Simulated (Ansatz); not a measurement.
```xyz
6

N     0.5776    0.5191    0.4397
Si   -0.1758   -0.7009   -0.4806
F    -0.9496   -1.6374    0.5565
Cl   -1.5135    0.2100   -1.7494
H     0.9404    1.3406   -0.0181
H     1.1208    0.2686    1.2519
```

Total charge 0; spin multiplicity 2.

List the CAM-B3LYP/def2-TZVPP orbital energies in eV (the Gaussian-basis code of Ansatz). (Best estimate.)

The calculation gave: α occupied: -2764.46, -1803.02, -673.66, -391.81, -259.25, -198.31, -198.16, -198.16, -147.34, -102.71, -102.69, -102.63, -34.82, -26.28, -24.85, -17.34, -16.17, -15.11, -14.45, -14.20, -12.90, -11.44, -10.99, -10.36, -7.55. α empty: 1.49, 1.83, 2.48, 3.03, 3.88, 5.37, 5.64, 6.31. β occupied: -2764.44, -1802.93, -673.60, -391.71, -259.22, -198.24, -198.14, -198.13, -147.22, -102.62, -102.57, -102.46, -34.67, -26.06, -24.68, -17.04, -16.10, -14.89, -14.28, -13.97, -12.60, -11.15, -10.93, -9.95. β empty: -1.56, 1.64, 2.21, 2.84, 3.06, 4.03, 5.51, 5.88. ⟨S²⟩ = 0.753.
